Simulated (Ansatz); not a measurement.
Job for Ansatz (a first-principles code): R-SVWN5/def2-TZVPP on GaH5N2 (SMILES [NH2][GaH][NH2]), a point of a torsion scan.

Ansatz 0.2 input:
```yaml
crystal:
  periodic: [false, false, false]
  atoms:
    - {symbol: N, position_ang: [1.64853175, -0.39942033, 0.23978475]}
    - {symbol: Ga, position_ang: [-0.03299830, 0.29230234, 0.47889466]}
    - {symbol: N, position_ang: [-0.91556730, -0.14855261, 1.99238532]}
    - {symbol: H, position_ang: [1.75423672, -1.40903713, 0.21459437]}
    - {symbol: H, position_ang: [2.24081961, -0.02070440, -0.49360610]}
    - {symbol: H, position_ang: [-0.69897642, 1.31168846, -0.46153515]}
    - {symbol: H, position_ang: [-0.52714439, -0.73293670, 2.72232978]}
    - {symbol: H, position_ang: [-1.85899902, 0.11710427, 2.24104077]}
basis:
  gaussian:
    orbitals: def2-TZVPP
hamiltonian:
  xc: {name: SVWN5}
scf: {lower_state_search: off}
```

The head of its log:

```
WARN ansatz: RAYON_NUM_THREADS=1 ignored (pool sized by the plan → 1); use --threads N
Functional definition: SVWN5
these checks for a lower state are left out or cut short: stability, starts, cluster_reference, orbital_swaps, neighbouring_geometries, increment
integrals: 0.08 GiB planned
973 factors; their error is unknown
mean field: 0.62 GiB planned
mean field evaluation 1: about -55312.9299 eV, gradient 1.1e2 eV
mean field evaluation 2: about -55217.7883 eV, gradient 2.1e2 eV
```

Question: Predict the final total energy.

Answer: -2033.5120 hartree.
